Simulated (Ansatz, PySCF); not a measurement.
Breaking a bond: Al2(mu-OH)2(H)4, H₆Al₂O₂, singlet. The Al1–H10 bond (Al1 also carries Al, H, O, O; H10 carries nothing else) is stretched with both fragments frozen at the PBE0/def2-SVP optimised geometry.

Levels of theory: RKS-B3LYP/6-31G* = restricted B3LYP/6-31G*, spherical d (PySCF); RHF/3-21G = restricted Hartree-Fock/3-21G (PySCF 2.14.0); UKS-PBE0 = Ansatz (a program for electronic structure) with unrestricted PBE0/cc-pVDZ.

Energies are in kJ/mol, each relative to the lowest point of its own curve near equilibrium.

| R / Å | RKS-B3LYP/6-31G* | RHF/3-21G | UKS-PBE0 |
|---|---|---|---|
| 1.30 | 82.1 | 90.5 | 80.8 |
| 1.40 | 30.3 | 35.2 | 30.5 |
| 1.49 | 7.4 | 9.5 | 7.8 |
| 1.53 | 2.5 | 3.7 | 2.9 |
| 1.59 | 0.0 | 0.0 | 0.0 |
| 1.64 | 1.5 | 0.9 | 1.1 |
| 1.70 | 6.8 | 5.7 | 5.9 |
| 1.80 | 21.8 | 20.8 | 20.2 |
| 1.90 | 42.1 | 42.1 | 40.0 |
| 2.08 | 85.9 | 89.4 | 83.2 |
| 2.33 | 151.0 | 162.6 | 148.6 |
| 2.63 | 225.1 | 250.5 | 223.8 |
| 2.95 | 293.8 | 337.7 | 288.7 |
| 3.35 | 363.3 | 433.1 | 330.2 |
| 3.90 | 432.3 | 539.6 | 351.6 |
| 4.63 | 488.6 | 641.9 | 357.5 |

At the longest distance, 4.63 Å, RHF/3-21G lies highest above its minimum (641.9 kJ/mol) and UKS-PBE0 lowest (357.5 kJ/mol).

The restricted form behind RKS-B3LYP/6-31G*, RHF/3-21G keeps the bonding electrons paired and can't separate into open-shell fragments. The unrestricted determinant behind UKS-PBE0 is spin-contaminated at 2.95 to 4.63 Å (<S²> up to 1.0, against 0.00 for a pure singlet).
